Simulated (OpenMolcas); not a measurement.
## Nb2+ in a point-charge field

Nb2+ among 6 point charges of -1.7 e arranged as a tetragonal octahedron (D4h), 2.14 Å from the ion, with the axial distance 2.568 Å. The active orbitals were held to one l.
```
   2.1400    0.0000    0.0000  -1.70
   0.0000    2.1400    0.0000  -1.70
  -2.1400    0.0000    0.0000  -1.70
   0.0000   -2.1400    0.0000  -1.70
   0.0000    0.0000    2.5680  -1.70
   0.0000    0.0000   -2.5680  -1.70
```

```yaml
Program: OpenMolcas
Method: CASSCF
Basis: ANO-RCC-VDZP [6s5p3d1f]
Scalar_Hamiltonian: DKH2, point nucleus
Active_space: 3 electrons in 5 orbitals (4d)
State_averaging: 2S+1 = 4 even, 10 roots; 2S+1 = 2 even, 40 roots
Spin-orbit_coupling: state interaction with AMFI integrals over the reference wave functions
```

The lowest spin-free states (labels of D4, the rotations of D4h), above the lowest:

```json
{"State": "4B1", "Degeneracy": "1", "E (cm-1)": "0.0", "Free-ion L (%)": "F (100)"}
{"State": "2E", "Degeneracy": "2", "E (cm-1)": "9586", "Free-ion L (%)": "H (35)"}
{"State": "4E", "Degeneracy": "2", "E (cm-1)": "9691", "Free-ion L (%)": "F (94)"}
{"State": "4A2", "Degeneracy": "1", "E (cm-1)": "10475", "Free-ion L (%)": "P (64)"}
{"State": "2A1", "Degeneracy": "1", "E (cm-1)": "11357", "Free-ion L (%)": "G (64)"}
{"State": "2B1", "Degeneracy": "1", "E (cm-1)": "11960", "Free-ion L (%)": "G (61)"}
{"State": "2A2", "Degeneracy": "1", "E (cm-1)": "12268", "Free-ion L (%)": "H (42)"}
{"State": "4B2", "Degeneracy": "1", "E (cm-1)": "14094", "Free-ion L (%)": "F (100)"}
{"State": "2B2", "Degeneracy": "1", "E (cm-1)": "15710", "Free-ion L (%)": "H (50)"}
{"State": "2E", "Degeneracy": "2", "E (cm-1)": "19252", "Free-ion L (%)": "G (35)"}
{"State": "2A2", "Degeneracy": "1", "E (cm-1)": "19996", "Free-ion L (%)": "H (68)"}
{"State": "2B1", "Degeneracy": "1", "E (cm-1)": "20472", "Free-ion L (%)": "D (46)"}
{"State": "2E", "Degeneracy": "2", "E (cm-1)": "20938", "Free-ion L (%)": "G (45)"}
{"State": "2A1", "Degeneracy": "1", "E (cm-1)": "21055", "Free-ion L (%)": "G (93)"}
{"State": "4E", "Degeneracy": "2", "E (cm-1)": "22380", "Free-ion L (%)": "F (95)"}
{"State": "2B2", "Degeneracy": "1", "E (cm-1)": "23296", "Free-ion L (%)": "G (55)"}
{"State": "2E", "Degeneracy": "2", "E (cm-1)": "24381", "Free-ion L (%)": "P (44)"}
{"State": "2A2", "Degeneracy": "1", "E (cm-1)": "27404", "Free-ion L (%)": "P (48)"}
{"State": "2A1", "Degeneracy": "1", "E (cm-1)": "27468", "Free-ion L (%)": "D (50)"}
{"State": "2B2", "Degeneracy": "1", "E (cm-1)": "29545", "Free-ion L (%)": "D (40)"}
```

The lowest levels with spin-orbit coupling:

```
E (cm-1)  Degeneracy  Label      2S+1               g
     0.0           2   E3/2         4  1.89 3.73 3.73
     3.8           2   E1/2         4  0.00 0.00 5.69
    9131           2   E3/2  2 (82 %)  0.17 0.17 4.14
    9404           2   E3/2         4  0.47 0.47 3.13
    9521           2   E1/2  4 (56 %)  1.17 1.17 1.70
    9621           2   E3/2         4  0.30 0.84 0.84
    9769           2   E1/2  4 (65 %)  0.11 0.11 2.82
    9897           2   E1/2  4 (77 %)  1.93 1.93 5.10
   10636           2   E1/2  4 (84 %)  1.62 3.62 3.62
   10791           2   E3/2  4 (86 %)  0.03 0.03 5.48
   11672           2   E1/2  2 (85 %)  0.49 2.73 2.73
   11888           2   E3/2         2  1.70 1.70 2.02
   12369           2   E1/2         2  2.03 2.03 3.02
   14176           2   E1/2         4  0.00 0.00 6.25
   14233           2   E3/2         4  2.08 3.61 3.61
   15822           2   E3/2         2  1.73 2.13 2.13
   19091           2   E1/2         2  0.50 0.50 1.36
   19355           2   E3/2         2  0.21 0.21 2.11
   19966           2   E1/2         2  0.79 0.79 1.88
   20489           2   E3/2         2  2.01 2.01 2.17
```

Powder χT (cm3 K/mol): 1.41 at 2 K, 1.63 at 10 K, 1.66 at 50 K, 1.67 at 100 K, 1.69 at 200 K, 1.7 at 300 K. The effective moment at 300 K is 2.828 √(χT) = 3.69 μB.

The lowest level has 2S+1 = 4, for which the spin-only value is χT = S(S+1) / 2 = 1.875 cm3 K/mol (g = 2). The computed 1.703 at 300 K differs by -0.172, through orbital momentum, spin-orbit coupling and any other state in reach.

Without dynamic correlation the repulsion within the d shell is too large (B by tens of per cent), so at a given field states of lower spin stand too high. Point charges carry no covalency, so the field is a model and not that of real ligands. No measured value stands beside these numbers.

The RASSCF and RASSI steps took 5.3 s on 1 thread of AMD EPYC 9R45 96-Core Processor (Zen 5), on a shared host; the integral step is not counted.
